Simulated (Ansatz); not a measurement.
Reaction (cleavage of the Si–Si bond): `OB(F)[SiH2][SiH3]` + `[OH][GeH2][O][SiH3]` → `[SiH3][O][GeH2][O][SiH3]` + `OB(F)[SiH3]`

Calculated with Ansatz (gas phase, PBE0-D4/def2-TZVP geometries, no zero-point term in ΔE). CCSD(T)/CBS is the MP2 limit (def2-TZVPP, def2-QZVPP) plus CCSD(T) − MP2 in def2-TZVPP, frozen cores. DFT in def2-TZVPP. B3LYP here is the variant with VWN-RPA as its local correlation; programs differ in this. For Ge outer-core shells are correlated without core-valence functions, which leaves a few kJ/mol of doubt a bond. Scalar relativity is left out up to krypton. One conformer a species, not always the lowest.

| level | ΔE (eV) |
| --- | --- |
| B3LYP-D4 | -0.95 |
| CCSD/def2-TZVPP | -0.98 |

**Question.** What does CCSD(T)/CBS give? (An estimate is asked.)

**Answer.** The calculation gave: -0.95 eV. The listed levels differ from it by 0.00, -0.03 eV.

Largest T1 diagnostic among the species: 0.014.

The D4 term adds −0.03 eV with B3LYP and −0.02 eV with PBE0; it sums over pairs of atoms, weighted by their polarisabilities, and B3LYP, whose exchange is more repulsive, gets the larger term. From PBE to PBE0 (25 % exact exchange), in def2-TZVPP and without D4, ΔE moves by −0.09 eV.
